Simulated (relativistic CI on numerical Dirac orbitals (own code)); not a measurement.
## Pb41+: sensitivity of the levels to the model

Base calculation: Dirac-Coulomb-Breit CI, orbitals from a KLI potential per configuration, model QED (radiative potential, 1s self-energy scaled to tabulated hydrogen-like ionisation energies), unscaled Slater integrals.

Configuration list (outside the closed core [Ar] 3d10): 4s2.4p6.4d5, 4s2.4p6.4d4.4f, 4s2.4p5.4d6, 4s.4p6.4d6, 4s2.4p5.4d5.4f, 4s.4p6.4d5.4f, 4s2.4p6.4d4.5s, 4s2.4p6.4d3.4f.5s, 4s2.4p6.4d4.5p, 4s2.4p6.4d4.5d, 4s2.4p5.4d5.5s, 4p6.4d6.4f, 4s2.4p6.4d4.5f, 4s2.4p6.4d3.5s.5p, 4s.4p6.4d4.4f.5s, 4s2.4p6.4d4.5g, 4s2.4p6.4d4.6s, 4p6.4d7, 4p5.4d8, 4p5.4d7.4f, 4s2.4p6.4d3.5s2, 4s2.4p6.4d2.4f.5s2, 4s2.4p5.4d3.4f.5s2, 4s.4p6.4d3.4f.5s2. Double excitations out of closed p, d and f shells are left out; levels of such configurations are missing from the list, as are those of other unlisted configurations, and high levels can miss mixing partners. These lack a partner that the ground configuration has and come out too high: 4s2.4p5.4d5.5s.

The lowest level and the first level of each name with at least 55 % of one term (blank where a level has no safe partner in the second run):

```tsv
Level	Base (cm⁻¹)	Shift (cm⁻¹)
4s2.4p6.4d5 4P_5/2	0	0
4s2.4p6.4d5 2D_3/2	367969	+4728
4s2.4p6.4d5 4G_9/2	479497	+11013
4s2.4p6.4d5 2I_13/2	492877	+13010
4s2.4p6.4d5 4D_1/2	495520	+9221
4s2.4p6.4d5 2G_7/2	537504	+11034
4s2.4p6.4d5 4F_5/2	547616	+9438
4s2.4p6.4d5 2P_3/2	662530	+9265
4s2.4p5.4d6 4H°_13/2	2025025	+17136
```

At this charge energies of transitions that change n are usually good to better than 1 %, and those within a shell (Δn = 0) to a few per cent.

(1) One thing was changed in a second run, which moved the levels as shown. Which?
A. P86 correlation estimate
B. one mean potential for all configurations
C. QED terms removed
D. Breit term removed
E. configuration mixing switched off

## Answers

(1) D. Breit term removed. The Breit term mainly narrows fine-structure intervals, so removing it widens them.

LS names give the leading component of a level, which can be under half, so a name can repeat, a term be missing and a line seem to break the LS rules.
